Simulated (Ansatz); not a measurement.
Basis-set extrapolation for CH$_{6}$FNSSi, SMILES `CN[SiH](F)S` (PBE0-D4/def2-TZVP geometry, frozen core, the Gaussian-basis code of Ansatz). Multiplicity 1, RHF reference.

```csv
,def2-TZVPP,def2-QZVPP
HF,-881.951991,-881.982284
MP2 correlation,-0.934048,-1.010705
CCSD(T) correlation,-1.016277,not run
```

Energies in hartree. Use E(X) = E(∞) + A·exp(−7.88·√X) for Hartree–Fock and E(X) = E(∞) + B·X^(−2.97) for correlation, with X = 3 and 4, and add CCSD(T) minus MP2 of the smaller set to the MP2 limit.

Q: What is the CCSD(T) energy at the basis-set limit?

A: HF limit: -881.982284 + (-0.030293) × 0.13774 = -881.98646. MP2 limit: -1.010705 + (-0.076657) × 0.74074 = -1.06749. Higher-order term: -1.016277 − (-0.934048) = -0.08223. Total: -883.13618 hartree, 440.9 kJ/mol below CCSD(T)/def2-TZVPP.
